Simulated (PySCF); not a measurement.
Spinor energies of Tc⁴⁺ (technetium, charge +4)

Start: [Kr] 4d3; 4d3/2 filled at m_j = -1/2, +1/2, +3/2. Calculated with PySCF 2.14 in x2c-TZVPall-2c (8s9p7d1f, 77 functions): generalised Hartree-Fock with the X2C-1e Hamiltonian and a Gaussian nucleus; one run each with spin-orbit coupling (SO) switched off, then screened by Boettger's factors.

```
spinor shell  electrons  ε, spin-free (eV)  ε, screened SO (eV)  weight of nominal j (screened SO)  rms radius, screened SO (bohr)
       1s1/2          2           -21207.9             -21206.6                              1.000                          0.0394
       2s1/2          2            -3144.8              -3144.4                              1.000                           0.162
       2p1/2          2            -2813.0              -2894.7                              1.000                           0.141
       2p3/2          4            -2813.0              -2774.6                              1.000                           0.145
       3s1/2          2            -620.63              -620.48                              1.000                           0.442
       3p1/2          2            -508.77              -522.99                              1.000                           0.439
       3p3/2          4            -508.77              -502.00                              1.000                           0.450
       3d3/2          4            -327.75              -330.42                              0.974                           0.433
       3d5/2          6            -327.75              -325.80                              0.982                           0.436
       4s1/2          2            -135.57              -135.51                              1.000                            1.12
       4p1/2          2            -101.11              -106.76                              0.713                            1.22
       4p3/2          4            -101.11              -98.283                              0.856                            1.23
       4d3/2          3            -57.566              -57.617                              0.659                            1.54
```

| quantity | spin-free | screened SO |
| --- | --- | --- |
| E (hartree) | -4279.45197 | -4280.01483 |
| M_J | 3/2 | 3/2 |
| ⟨J²⟩ | 6.756 | 6.326 |
| ⟨L²⟩ | 12.006 | 11.958 |
| ⟨S²⟩ | 3.751 | 3.728 |

The determinant has a definite M_J but mixes levels of different J.

Each row is a mean over spinors that exchange with the open shell spreads, by up to 5.103 eV (4s1/2).

Rows whose weight is well below 1 are mixtures of j = l ± 1/2: exchange outweighs spin-orbit coupling there, and the label is only the starting occupation.

Breit and QED terms are absent; they matter most for the inner s and p1/2 levels.

Densities and radii are taken from the X2C orbitals without a picture-change correction, which distorts them close to the nucleus.

Without spin-orbit coupling the j labels of p, d and f shells carry no meaning; the spin-free column gives the mean over the occupied spinors of each nl shell, and its ⟨J²⟩ belongs to a mixture of degenerate components.
